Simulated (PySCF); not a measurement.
In(Br)(NH2)2 (BrH₄InN₂), SMILES [NH2][In]([NH2])[Br].

The structure is a stationary point at B3LYP-D3(BJ)/def2-SVP. The def2 effective core potentials stand for the cores of In; spin–orbit coupling is left out. One conformer was computed; it need not be the lowest.

Two levels are set side by side: PBE/def2-TZVP (PySCF) and PBE0/def2-TZVP (PySCF). Same geometry, gas phase. Differences are taken from unrounded values.

| quantity | PBE0 | PBE | PBE minus PBE0 |
|---|---|---|---|
| orbital gap (eV) | 5.73 | 3.54 | -2.19 |
| highest occupied level (eV) | -7.37 | -6.02 | 1.36 |
| lowest empty level (eV) | -1.65 | -2.48 | -0.83 |
| dipole moment (D) | 3.65 | 3.56 | -0.10 |
| mean polarisability (bohr³) | 72.6 | 76.7 | 4.0 |

PBE's occupied levels lie high since its potential decays too fast outside the molecule; exact exchange lowers them and widens the gap. Loosely held outer electrons make PBE densities more polarisable. Differences between two approximate levels are no errors against the true value.

Rough cost on one machine, each run with all the roots and properties that it gave: PBE0 against PBE within a factor of 2.
